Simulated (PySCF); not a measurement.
Magnetisability: SMILES Oc1cc(F)cc(C(F)F)c1, C7H5F3O

Geometry:
```
atom   x (Å)   y (Å)   z (Å)
  O1   2.220  -1.815  -0.285
  C2   1.373  -0.777  -0.130
  C3   1.822   0.529   0.036
  C4   0.893   1.542   0.185
  F5   1.337   2.802   0.346
  C6  -0.468   1.307   0.175
  C7  -0.901  -0.002   0.012
  C8  -2.373  -0.317   0.005
  F9  -2.738  -0.929  -1.151
 F10  -2.689  -1.188   0.998
 C11   0.005  -1.038  -0.140
 H12   3.137  -1.516  -0.264
 H13   2.877   0.764   0.051
 H14  -1.159   2.126   0.292
 H15  -3.008   0.574   0.128
 H16  -0.335  -2.053  -0.268
```

Computed, not measured: GIAO B3LYP/pcSseg-1 magnetisability, rotational g tensor and spin-rotation constants, non-relativistic, gas phase in PySCF 2.14.0. Geometry: GFN2-xTB.

How diamagnetic is it, and how anisotropic?

Isotropic -1401 × 10⁻³⁰ J/T², or -84.4 × 10⁻⁶ cm³/mol; principal values -1974, -1138, -1092 × 10⁻³⁰ J/T², anisotropy 860 × 10⁻³⁰ J/T² (root of half the summed squared differences of the principal values). The susceptibility is in cgs units.

Split it along the inertial axes a, b, c into diamagnetic and paramagnetic parts about the centre of mass, with the quadrupole moment.


| axis | χ (10⁻⁶ cm³/mol) | diamagnetic (10⁻⁶ cm³/mol) | paramagnetic (10⁻⁶ cm³/mol) | summed x² of all electrons (Å²) | quadrupole Θ (D Å) |
| --- | --- | --- | --- | --- | --- |
| a | -66.2 | -825.5 | 759.4 | 323.3 | +2.38 |
| b | -68.1 | -1519.0 | 1450.9 | 159.9 | +4.13 |
| c | -118.9 | -2049.8 | 1930.9 | 34.7 | -6.51 |

Anisotropies 2χaa − χbb − χcc = +54.7 and 2χbb − χaa − χcc = +48.8 × 10⁻⁶ cm³/mol. Θ is traceless in Buckingham's convention.

And the rotational g tensor?


```tsv
axis	rotational constant (GHz)	g	nuclear part	electronic part
a	1.5587	-0.0318	0.5243	-0.5561
b	0.7594	-0.0152	0.5025	-0.5177
c	0.5611	+0.0038	0.5128	-0.5090
```
Asymmetric top; isotopes 12C, 19F, 1H, 16O; no vibrational averaging.
